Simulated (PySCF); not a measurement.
A run for PySCF: R-HF/3-21G on BrH2Sb (SMILES [Br][SbH2]), a point of a bond scan (R = 8.146 Å).

```python
from pyscf import gto, scf, dft, mp
from pyscf.data.elements import chemcore

mol = gto.M(
    atom='''
    Sb   -0.59846166   -0.60746259    0.54114695
    H    -0.27151712   -1.97207194   -0.44922941
    H    -1.98547823   -0.24328907   -0.40408288
    Br    4.31351072    4.37147626   -3.63579708
    ''',
    basis='3-21g',
    charge=0, spin=0, verbose=3, max_memory=1800)
mf = scf.RHF(mol)
mf.conv_tol = 1e-8
mf.max_cycle = 100
mf.kernel()
if not mf.converged:
    mf = mf.newton().run(mf.mo_coeff, mf.mo_occ)
```

**Question.** Predict the final total energy.

**Answer.** -8846.6850 hartree.
